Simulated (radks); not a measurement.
The numbers below are computed, except where a source is named.
Polarisability of the manganese ion Mn+, [Ar] 3d5 4s1, at imaginary frequency. Level of theory: non-relativistic Kohn-Sham, LDA (Slater exchange, Perdew-Wang correlation), spin-unpolarised, spherical densities, point nucleus (a radial shooting solver on a logarithmic mesh with Libxc functionals). Response by self-consistent Sternheimer equations with the Hartree and adiabatic LDA kernel.

w (hartree)  alpha1(iw) (bohr^3)
0.00266                    28.31
0.0143                     28.19
0.0360                     27.52
0.0697                     25.59
0.118                      21.84
0.186                      16.78
0.280                      11.80
0.413                      7.882
0.605                      5.172
0.892                      3.360
1.35                       2.117
2.12                       1.231
3.59                      0.6050
6.94                      0.2201
17.5                     0.04659

Static values: alpha1 = 28.32 bohr^3 (4.196 angstrom^3; uncoupled 42.18). C6 = 149.1, triple-dipole C9 = 2919 atomic units. One-pole (London) frequency 4 C6 / (3 alpha1^2) = 0.248 hartree, against 0.442 for minus the highest occupied eigenvalue. The dipole shielding factor is 0.960, as the force sum rule N/Z = 0.960 demands.
